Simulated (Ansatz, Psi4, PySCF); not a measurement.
C3H12N2Si3, singlet, at the geometry of the source list. Base run: CCSD(T)/STO-3G (PySCF).

Here is a job for PySCF.
```python
from pyscf import gto, scf, cc

mol = gto.Mole()
mol.atom = '''
    C    -0.18930000    1.86150000    1.17490000
    C    -0.20220000    0.75340000    0.41040000
    C    -1.52450000    0.39810000   -0.31760000
    N    -2.41130000   -0.36830000    0.57920000
    Si   -1.20980000   -0.62220000   -1.92350000
    Si    0.87150000   -1.24100000   -1.12280000
    N     0.89010000   -0.12030000    0.20320000
    Si    2.45260000   -0.16860000    0.88940000
    H     0.68890000    2.19090000    1.71730000
    H    -1.07470000    2.48160000    1.27980000
    H    -2.04830000    1.31010000   -0.62900000
    H    -2.66550000    0.23320000    1.36280000
    H    -1.86970000   -1.12540000    1.00000000
    H    -1.12250000    0.26370000   -3.12300000
    H    -2.15290000   -1.76340000   -2.12870000
    H     1.95930000   -0.94920000   -2.09450000
    H     0.89500000   -2.63190000   -0.59870000
    H     3.39790000    0.54790000   -0.00120000
    H     2.42100000    0.51760000    2.20370000
    H     2.89450000   -1.56760000    1.11810000
'''
mol.basis = 'sto-3g'
mol.verbose = 4
mol.build()

mf = scf.RHF(mol)
mf.kernel()

mycc = cc.CCSD(mf)
mycc.kernel()
et = mycc.ccsd_t()
print('E(CCSD(T)) = %.10f' % (mycc.e_tot + et))
```

The same geometry, method and basis name were run in Ansatz (a program for electronic structure) and Psi4 and PySCF, at each program's defaults and at the settings that a row names. The base is PySCF at its defaults. Differences at the defaults can come from grids, fitting, cores and function types together.

```json
[
 {"code and settings": "PySCF, defaults (exact integrals, spherical functions, all electrons correlated)", "ΔE vs base (mEh)": "0.000", "basis functions": "64", "E (Eh)": "-1084.00992", "SCF cycles": "10"},
 {"code and settings": "Psi4, defaults (exact integrals, spherical functions, all electrons correlated)", "ΔE vs base (mEh)": "0.000", "basis functions": "64", "E (Eh)": "-1084.00992", "SCF cycles": "12"},
 {"code and settings": "Ansatz, defaults (factorised integrals, spherical functions, frozen core)", "ΔE vs base (mEh)": "11.781", "basis functions": "64", "E (Eh)": "-1083.99814", "SCF cycles": "-"},
 {"code and settings": "PySCF, frozen core", "ΔE vs base (mEh)": "11.726", "basis functions": "64", "E (Eh)": "-1083.99820", "SCF cycles": "10"},
 {"code and settings": "Psi4, exact integrals, spherical functions, frozen core", "ΔE vs base (mEh)": "11.726", "basis functions": "64", "E (Eh)": "-1083.99820", "SCF cycles": "12"},
 {"code and settings": "Ansatz, high accuracy, frozen core", "ΔE vs base (mEh)": "11.726", "basis functions": "64", "E (Eh)": "-1083.99820", "SCF cycles": "-"}
]
```
